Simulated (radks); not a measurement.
Task: Species: Re11+. Configuration: [Kr] 4d10 4f14 5s2 5p2. Method: Dirac Kohn-Sham, PBE, spin-unpolarised, spherical densities, finite nucleus; open shells fill j = l - 1/2 first; Fermi nuclear charge, rms radius 5.3698 fm; computed with a radial shooting solver on a logarithmic mesh with Libxc functionals. Some entries of the table are withheld. Estimate them.

| orbital | occ. | eigenvalue (eV) | <r> (bohr) | <1/r> (bohr^-1) |
|---|---|---|---|---|
| 1s1/2 | 2 | -71727.12 | 0.01804 | (1) |
| 2s1/2 | 2 | -12586.69 | 0.07559 | 21.63 |
| 2p1/2 | 2 | -12055.11 | 0.06246 | 21.60 |
| 2p3/2 | 4 | -10615.15 | 0.07053 | 18.04 |
| 3s1/2 | 2 | -3058.273 | 0.1969 | 7.944 |
| 3p1/2 | 2 | -2820.342 | 0.1869 | 7.861 |
| 3p3/2 | 4 | -2507.468 | 0.2018 | 6.939 |
| 3d3/2 | 4 | -2107.041 | 0.1764 | 6.834 |
| 3d5/2 | 6 | -2039.077 | 0.1810 | 6.617 |
| 4s1/2 | 2 | -786.2192 | 0.4402 | 3.343 |
| 4p1/2 | 2 | -686.7504 | 0.4446 | 3.234 |
| 4p3/2 | 4 | -613.6980 | 0.4777 | 2.915 |
| 4d3/2 | 4 | -450.0354 | 0.4917 | 2.705 |
| 4d5/2 | 6 | -436.4851 | 0.5027 | 2.630 |
| 5s1/2 | 2 | -260.6907 | (2) | 1.404 |
| 4f5/2 | 6 | (3) | 0.5532 | (4) |
| 5p1/2 | 2 | -227.3675 | 1.029 | 1.310 |
| 4f7/2 | 8 | (5) | 0.5600 | (6) |
| 5p3/2 | 0 | -212.8489 | 1.093 | 1.214 |

Result: 
(1) 1s1/2 <1/r> (bohr^-1): 88.71
(2) 5s1/2 <r> (bohr): 0.9712
(3) 4f5/2 eigenvalue (eV): -229.3078
(4) 4f5/2 <1/r> (bohr^-1): 2.230
(5) 4f7/2 eigenvalue (eV): -226.6811
(6) 4f7/2 <1/r> (bohr^-1): 2.202
